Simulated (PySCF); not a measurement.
Spectrum to structure. Theory: TDDFT PBE0/def2-SVPD, vertical, gas phase, core orbitals frozen in the response in PySCF. Geometries: GFN2-xTB, one conformer each.

```csv
state,ν̃ (cm⁻¹),f,"main configurations (H = HOMO, L = LUMO)"
S1,55730,0.376,H→L (92%)
S2,57480,0.026,H→L+1 (94%)
S3,59360,0.0004,H-1→L (97%)
S4,61380,0.018,H→L+2 (96%)
S5,64360,0.017,H→L+3 (93%)
S6,65590,0.0040,"H-2→L (64%), H-3→L (24%)"
```

Orbital energies (eV): HOMO-3 -10.09, HOMO-2 -9.95, HOMO-1 -9.24, HOMO -7.61, LUMO -0.27, LUMO+1 0.59, LUMO+2 1.13.

Question: Which structure fits?
A. `C1=CC(C2CC2)=CC=N1`
B. `FC(F)(F)C(F)(F)C[SiH3]`
C. `O=C[C@@H](F)C[SiH2]F`
D. `CC/C(C)=C\C(F)F`

Answer: D. Its S1 lies at 6.91 eV; the nearest of the others has S1 at 8.78 eV. S1 is HOMO→LUMO (92%). Löwdin shares by element: HOMO carbon 77% or more (atoms not listed hold the other 23%); LUMO carbon 69% or more (atoms not listed hold the other 31%). At the same level the other candidates give, for their lowest levels:
- `O=C[C@@H](F)C[SiH2]F`: 4.26 eV (f 0.001); 6.50 eV (f 0.015); 6.89 eV (f 0.006); 7.17 eV (f 0.018); 7.41 eV (f 0.028); T1 3.63 eV; HOMO -8.18, LUMO -1.66 eV
- `c1cc(C2CC2)ccn1`: 4.93 eV (f 0.004); 5.15 eV (f 0.000); 5.54 eV (f 0.011); 6.02 eV (f 0.125); 6.74 eV (f 0.235); T1 4.21 eV; HOMO -7.23, LUMO -0.67 eV
- `FC(F)(F)C(F)(F)C[SiH3]`: 8.78 eV (f 0.030); 8.95 eV (f 0.010); 8.97 eV (f 0.005); 9.21 eV (f 0.001); 9.27 eV (f 0.390); T1 8.08 eV; HOMO -9.69, LUMO 0.21 eV

Conformer computed: `[CH3:1][CH2:2]/[C:3]([CH3:4])=[CH:5]\[CH:6]([F:7])[F:8]`: C1–C2–C3–C4 96°, C3–C5–C6–F7 91°.
Triplets come from the Tamm–Dancoff approximation.

Without π bonds the low states may be Rydberg-like; a valence basis with one diffuse set may place them up to an eV too high.
